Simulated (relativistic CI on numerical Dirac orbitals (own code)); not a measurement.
Computed by Dirac-Coulomb-Breit CI, orbitals from a KLI potential per configuration, QED by a radiative potential, unscaled Slater integrals (own radial code, finite nucleus).

The strongest absorption lines from the ground level of an ion, among the configurations computed and to levels below about 438 eV (vacuum wavelength in nm, gf): 5.7770 (0.61), 5.8214 (0.36), 6.0267 (2.7), 6.0581 (2.9), 6.0619 (0.76), 8.0677 (0.97), 8.0836 (1.1), 8.2178 (0.24).

Which ion is it?
A. Tb32+
B. Er33+
C. Er35+
D. Sm29+

C. Er35+ has 33 electrons and the ground level 4s2 4p3 2P°_3/2; the strongest line goes to 4s2 4p2 4d 4P_5/2. The pattern of lines fixes the number of electrons, and along that sequence the line energies rise steadily with the charge (about as its square where n changes within one kind of shell, about linearly where n is kept but much faster in heavy ions where fine structure, which grows about as Z⁴, sets the gap, and irregularly where shells cross), which fixes Z. Configurations outside the model, such as inner-shell arrays, can give stronger lines. At this charge energies of transitions that change n are usually good to better than 1 %, and those within a shell (Δn = 0) to a few per cent.

LS names give the leading component of a level, which can be under half, so a name can repeat, a term be missing and a line seem to break the LS rules.
